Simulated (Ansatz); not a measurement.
System: C₄H₈N, charge 0, multiplicity 2. It need not be the lowest isomer of its formula. SMILES: N[C]1CCC1
Structure (B3LYP-D3(BJ)/def2-TZVP (Ansatz, a program for electronic structure) minimum search):
```
C
N 1 1.3923
H 2 1.0111 1 114.46
H 2 1.0111 3 110.72 1 -131.17
C 1 1.5044 2 126.17 3 179.96
H 5 1.0938 1 118.04 2 87.67
H 5 1.0997 6 107.84 1 130.06
C 1 1.5044 2 126.17 3 50.70
H 8 1.0938 1 118.04 2 -87.67
H 8 1.0997 9 107.84 1 -130.06
C 5 1.5583 6 116.87 7 127.96
H 11 1.0885 5 115.76 6 -109.68
H 11 1.0887 12 109.01 5 -128.57
```
Charge 0, spin multiplicity 2.

Wanted: atomisation energy (electronic, to ground-state atoms), in eV. Valence correlation only, unless marked. UHF or UKS for open shells. No spin-orbit coupling. Non-relativistic. The coupled-cluster limit lacks core correlation, which all-electron functionals hold. CBS(X,Y): correlation extrapolated as X^-3; Hartree-Fock from the larger set. [CCSD(T)-MP2]/basis is that difference in the basis named.

| level | program | atomisation energy (eV) |
|---|---|---|
| HF/6-31G* | Ansatz | 38.23 |

Q: Predict the RI-MP2/CBS(cc-pVTZ,cc-pVQZ)+[CCSD(T)-MP2]/cc-pVTZ result (Ansatz).

A: 52.80 eV
